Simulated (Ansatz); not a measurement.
Cost and result for the atomization energy of `S[B]Br` radical (4 atoms, 3 bonds).

Charge 0, multiplicity 2. Correlated methods include outer-core shells of Br, which these sets cover unevenly. Scalar relativity is left out up to krypton. All single points use the PBE0-D4/def2-TZVP geometry. It is one conformer, not always the lowest. Program: Ansatz. All runs use 2 threads of a server CPU on a shared host. Times are those of one run each, without the atoms' runs, and a repeat can differ threefold. Electronic energies, without spin–orbit coupling; frozen cores. CCSD(T)/CBS adds CCSD(T) − MP2 in def2-TZVPP to the MP2 limit, and its time is that of the two runs behind it. T1 = 0.014; ⟨S²⟩ of the reference is 0.76. With those shells the extrapolation isn't a true limit. B3LYP takes the VWN-RPA correlation (the form of Gaussian; ORCA's B3LYP/G). HSE06 is the plane-wave form, built on full-range PBE exchange.

CCSD(T)/CBS is a level of theory with its own doubt, some kJ/mol a heavy atom from the limit and from the frozen cores, so smaller differences don't rank the functionals.

| level | functions | wall time |
| --- | --- | --- |
| revPBE-D4/def2-TZVPP | 135 | 3.5 s |
| BLYP-D4/def2-TZVPP | 135 | 3.8 s |
| B3LYP-D4/def2-TZVPP (with forces) | 135 | 4.6 s |
| BHLYP-D4/def2-TZVPP | 135 | 6 s |
| CCSD(T)/def2-SVP | 69 | 6.5 s |
| B2PLYP/def2-TZVPP | 135 | 7.5 s |
| r2SCAN-D4/def2-TZVPP (with forces) | 135 | 7.5 s |
| r2SCANh-D4/def2-TZVPP | 135 | 7.5 s |
| HSE06-D4/def2-TZVPP | 135 | 7.5 s |
| B97M-V/def2-TZVPP | 135 | 13 s |
| MP2/def2-QZVPP | 246 | 19 s |
| CCSD(T)/def2-TZVPP | 135 | 83 s |
| CCSD(T)/CBS(def2) | – | 100 s |

(1) What atomization energy does each give, and how far from CCSD(T)/CBS? (An estimate is asked.)

## Answers

(1) The calculation gave: 
| level | atomization (kJ/mol) | difference from CCSD(T)/CBS | per bond |
| --- | --- | --- | --- |
| revPBE-D4/def2-TZVPP | 1139.6 | 28.6 | 9.5 |
| BLYP-D4/def2-TZVPP | 1116.3 | 5.3 | 1.8 |
| B3LYP-D4/def2-TZVPP (with forces) | 1113.4 | 2.4 | 0.8 |
| BHLYP-D4/def2-TZVPP | 1074.6 | -36.4 | -12.1 |
| CCSD(T)/def2-SVP | 1039.8 | -71.2 | -23.7 |
| B2PLYP/def2-TZVPP | 1100.5 | -10.5 | -3.5 |
| r2SCAN-D4/def2-TZVPP (with forces) | 1163.5 | 52.5 | 17.5 |
| r2SCANh-D4/def2-TZVPP | 1151.8 | 40.8 | 13.6 |
| HSE06-D4/def2-TZVPP | 1148.0 | 37.0 | 12.3 |
| B97M-V/def2-TZVPP | 1144.8 | 33.8 | 11.3 |
| MP2/def2-QZVPP | 1139.8 | 28.8 | 9.6 |
| CCSD(T)/def2-TZVPP | 1073.1 | -37.9 | -12.7 |
| CCSD(T)/CBS(def2) | 1111.0 | 0.0 | 0.0 |

In def2-TZVPP, CCSD(T) changes the Hartree–Fock value by +267.4 kJ/mol (the triples alone add +29.1 kJ/mol) and MP2 by +312.6 kJ/mol; breaking electron pairs costs correlation energy, which Hartree–Fock lacks. The D4 term adds +16.1 kJ/mol with B3LYP and +8.2 kJ/mol with PBE0; it sums over pairs of atoms, weighted by their polarisabilities, and B3LYP, whose exchange is more repulsive, gets the larger term. At CCSD(T), def2-SVP lies −71.2 kJ/mol from the extrapolated value and def2-TZVPP −38.0 kJ/mol: correlation converges slowly with the basis, and small sets miss more of it in the bonded molecule than in its fragments.
